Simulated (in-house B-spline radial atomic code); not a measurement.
Radial electron density of W2+, [Xe] 4f14 5d4. Level of theory: scalar-relativistic (X2C) TPSSh, spin-polarised, spherical fractional occupations, exact exchange averaged over the configuration, Fermi nucleus of rms radius 5.3658 fm; calculated with a radial B-spline atomic code at the basis-set limit.

One-electron X2C: radii and densities carry no picture-change correction, so inner-shell <1/r> comes out high (for 1s by about 2 % at Z = 33, 5 % at 54, 10 % at 75, 30 % at 118) and <r> low.

Columns: r (bohr), 4πr²n(r) (electrons per bohr), bar.

```
0.000335    2.768 #
0.000415    3.745 #
0.000514    5.048 ##
0.000638    6.798 ##
 0.00079    9.086 ###
0.000979     12.1 ####
 0.00121    15.95 #####
  0.0015    20.96 #######
 0.00186    27.29 #########
 0.00231    35.17 ###########
 0.00286    44.51 ##############
 0.00355    55.45 ##################
  0.0044    67.42 ######################
 0.00545    79.67 ##########################
 0.00676    91.05 #############################
 0.00837    99.76 ################################
  0.0104    104.3 ##################################
  0.0129    103.4 #################################
  0.0159    98.15 ################################
  0.0198    91.39 ##############################
  0.0245       89 #############################
  0.0303    95.72 ###############################
  0.0376      112 ####################################
  0.0466    129.7 ##########################################
  0.0578    136.1 ############################################
  0.0716    125.1 ########################################
  0.0887    108.1 ###################################
    0.11    105.4 ##################################
   0.136    118.8 ######################################
   0.169    122.7 ########################################
   0.209    98.56 ################################
   0.259    68.94 ######################
   0.321    65.14 #####################
   0.398    75.53 ########################
   0.494    68.95 ######################
   0.612    46.17 ###############
   0.758    27.43 #########
    0.94    18.79 ######
    1.16    14.06 #####
    1.44    9.091 ###
    1.79    4.806 ##
    2.22    2.193 #
    2.75   0.8733 
    3.41   0.2802 
    4.22  0.06737 
    5.23  0.01016 
    6.48 0.0008334
```

On this grid the curve has 4 maxima, near 0.0104, 0.0578, 0.169, 0.398 bohr.

The 4f up radial function P(r) = rR(r), positive near the nucleus:

```csv
r (bohr),P
0.0245,0.002189
0.0376,0.009397
0.0578,0.03682
0.0887,0.1249
0.136,0.349
0.209,0.757
0.321,1.189
0.494,1.276
0.758,0.9248
1.16,0.4618
1.79,0.1473
2.75,0.02658
4.22,0.001974
```
